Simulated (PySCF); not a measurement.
Consider `FC(F)(F)Oc1ccccc1` (C7H5F3O). Optimised structure (Å), atoms numbered from 1:
```
F     2.4775   -0.7723    1.3907
C     2.5998    0.0585    0.3534
F     2.4179    1.2948    0.8178
F     3.8256   -0.0399   -0.1216
O     1.7461   -0.2411   -0.6417
C     0.3865   -0.1364   -0.3798
C    -0.2778    1.0306   -0.7423
C    -1.6502    1.1225   -0.5221
C    -2.3423    0.0576    0.0540
C    -1.6615   -1.1069    0.4073
C    -0.2890   -1.2109    0.1902
H     0.2871    1.8486   -1.1921
H    -2.1815    2.0345   -0.8030
H    -3.4181    0.1346    0.2257
H    -2.2020   -1.9444    0.8542
H     0.2635   -2.1139    0.4535
```

These are calculated values, ωB97X-D3(BJ)/ma-def2-SVP in PySCF (grid level 2) at geometries from PBE0-D3(BJ)/def2-SVP. Zero-point and thermal terms (298.15 K, 1 bar) come from unscaled PBE0-D3(BJ)/def2-SVP harmonic frequencies, with soft modes damped to free rotors in the entropy.

Question: What are the vertical and the adiabatic ionisation energy for forming the radical cation?

Answer: 9.75 eV vertical and 9.04 eV adiabatic, the latter with zero-point energy.

Question: Where does the unpaired spin of the relaxed radical cation sit?

Answer: C9 (aromatic carbon) 0.44, C6 (aromatic carbon) 0.26, C7 (aromatic carbon) 0.17, O5 (ether oxygen) 0.16 (intrinsic atomic orbital populations).

Question: What oxidation potential follows in dichloromethane (IEF-PCM), on the absolute scale?

Answer: In the gas phase ΔG of oxidation is 9.021 eV, and solvation is -12.7 kJ/mol for the parent and -198.8 kJ/mol for the product, so the absolute potential is 7.09 V. The solvent is electrostatics only, on gas-phase structures; the absolute scale refers to an electron at rest in vacuum.

Question: How far is −ε(HOMO) from the vertical value by ΔSCF?

Answer: −ε(HOMO) = 9.97 eV, which is 0.22 eV above the ΔSCF value.

Note: ma-def2-SVP is a small basis, whose errors can reach tens of kJ/mol.
